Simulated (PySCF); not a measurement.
ClGeH₄N.
SMILES with atom numbers: `[NH2:1][GeH2:2][Cl:3]` (hydrogens: H4, H5 on N1; H6, H7 on Ge2)

Computed by this run: PBE0-D3(BJ)/def2-SVP geometry optimisation, gas phase (PySCF 2.14.0); density fitting, grid level 1; the optimiser is geomeTRIC in internal coordinates, started from a GFN2-xTB structure with every atom displaced at random (about 0.01 Å).

Geometry at step 0:
```
atom  x, y, z in Å
N1     -1.0490   -0.3110   -0.2542
Ge2     0.6136    0.2830    0.0384
Cl3     1.7887   -1.4123   -0.2064
H4     -1.3204   -1.1454    0.1808
H5     -1.8231    0.3773   -0.1974
H6      0.9175    1.3108   -1.0272
H7      0.9065    0.8684    1.4161
```

**Question.** Give the atomic forces at this geometry.

**Answer.** 
```tsv
atom	Fx (eV/Å)	Fy (eV/Å)	Fz (eV/Å)
N1	-1.128	1.940	-0.872
Ge2	-0.478	1.190	0.244
Cl3	1.024	-1.305	-0.176
H4	-0.441	-1.578	0.873
H5	0.740	-0.592	-0.083
H6	0.175	0.312	-0.344
H7	0.106	0.034	0.357
```

The largest, 2.41 eV/Å, acts on N1; the rms over all components is 0.846 eV/Å. The forces sum to zero within rounding, as they must for an isolated molecule in no field.

**Question.** Give the force on N1 in Eh/bohr and in nN.

**Answer.** 2.407 eV/Å ÷ 51.422 = 0.04681 Eh/bohr, and 2.407 eV/Å × 1.602 = 3.86 nN.

**Question.** How far is this geometry from the end of the optimisation?

**Answer.** 0.290 eV above it, and 0.501 Å rms away after alignment. The bonds farthest from their final lengths, with half the difference of the two atoms' forces along the bond (positive lengthens):

```
   bond  now (Å)  final (Å)  force along bond (eV/Å)
Ge2–Cl3    2.077      2.182                    +1.47
  N1–H4    0.979      1.017                    +1.79
 N1–Ge2    1.790      1.815                    +0.27
  N1–H5    1.037      1.016                    -1.52
 Ge2–H6    1.511      1.532                    -0.03
 Ge2–H7    1.525      1.531                    -0.11
```

The angle farthest from its final value is N1–Ge2–Cl3, 103.6° against 112.9°.

Of the 5 listed bonds off by 0.010 Å or more, this force points towards the final length in 4.

What follows is the cost of the whole optimisation. On one thread, Arm Neoverse V2 (aarch64) (shared host), this took 54 s wall and 0.36 GiB of memory at its peak.
